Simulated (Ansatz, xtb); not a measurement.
## C5H7NO: which of two isomers lies lower

Structure X is `Cc1cc(O)c[nH]1`, a singlet and structure Y is `Cc1[nH]ccc1O`, a singlet. Both are isolated molecules in the gas phase, relaxed with r2SCAN-D4/def2-SVP; the shapes shown needn't be the lowest conformers.

X (Å):

```xyz
14

C     0.1646    1.7847   -1.1626
C     0.5759    0.5182   -0.4939
C    -0.0940   -0.2741    0.4301
C     0.7567   -1.3710    0.7426
C     1.9251   -1.2312    0.0081
N     1.7879   -0.0716   -0.7367
O     0.4165   -2.3519    1.6203
H     0.8441    2.6220   -0.9240
H    -0.8426    2.0723   -0.8321
H     0.1378    1.6855   -2.2621
H    -1.0856   -0.0921    0.8407
H     1.1449   -2.9833    1.6684
H     2.8213   -1.8464   -0.0456
H     2.4875    0.2895   -1.3715
```

Y (Å):

```xyz
14

C     0.7038    1.8628   -0.5073
C     0.6688    0.4107   -0.1920
C    -0.0220   -1.5171    0.7759
C     1.0387   -1.8408   -0.0575
C     1.4674   -0.6239   -0.6620
N    -0.2303   -0.1686    0.6843
O     2.4791   -0.4320   -1.5556
H     1.4974    2.0461   -1.2450
H    -0.2446    2.2268   -0.9417
H     0.9230    2.4866    0.3783
H    -0.9449    0.3433    1.1849
H    -0.6354   -2.1449    1.4192
H     1.4561   -2.8358   -0.2118
H     2.8883   -1.2872   -1.7321
```

Q: Estimate which is lower in electronic energy at CCSD(T)/def2-SVP + ΔMP2/def2-TZVPP, and by roughly how much.

A: CCSD(T)/def2-SVP + ΔMP2/def2-TZVPP gives E(Y) − E(X) = −0.46 kcal/mol, slightly favouring structure Y, which is too small a margin to settle the true order.

How the difference moves with the method:

| level | geometry | E(Y) − E(X) (kcal/mol) | departure from the last row (kcal/mol) | job, with rough time for the two |
| --- | --- | --- | --- | --- |
| GFN2-xTB | GFN2-xTB | −0.02 | +0.45 | optimisation, 0.51 s |
| HF/STO-3G | GFN2-xTB | −0.16 | +0.30 | single point, 1.7 s |
| r2SCAN-D4/def2-SVP//GFN2-xTB | GFN2-xTB | −0.52 | −0.06 | single point, 11 s |
| r2SCAN-D4/def2-SVP | r2SCAN-D4/def2-SVP | −0.61 | −0.15 | optimisation, 69 s |
| HF/def2-SVP | r2SCAN-D4/def2-SVP | +0.22 | +0.69 | part of the CCSD(T) run |
| MP2/def2-SVP | r2SCAN-D4/def2-SVP | −0.93 | −0.47 | part of the CCSD(T) run |
| CCSD(T)/def2-SVP | r2SCAN-D4/def2-SVP | −0.65 | −0.18 | single point |
| CCSD(T)/def2-SVP + ΔMP2/def2-TZVPP | r2SCAN-D4/def2-SVP | −0.46 |  | single point, 3.3 min |

As drawn, both hold the same kinds of bond in the same numbers.

The largest departure from CCSD(T)/def2-SVP + ΔMP2/def2-TZVPP is that of HF/def2-SVP, 0.69 kcal/mol. The last row adds to CCSD(T) the change of the MP2 difference between the two basis sets, here +0.18 kcal/mol.

With thermal terms from frequencies at re-optimised GFN2-xTB minima (ideal gas, soft modes damped towards free rotors, one conformer each, 298.15 K, 1 atm): the zero-point term adds +0.05 kcal/mol; ΔH is −0.42 and ΔG −0.37 kcal/mol.

The correlated steps freeze 7 core orbitals. Programs: Ansatz 0.2.0, xtb 6.7.1; the last row on 2 threads of Intel(R) Xeon(R) Processor @ 2.50GHz (Skylake/Cascade Lake) on a shared host.
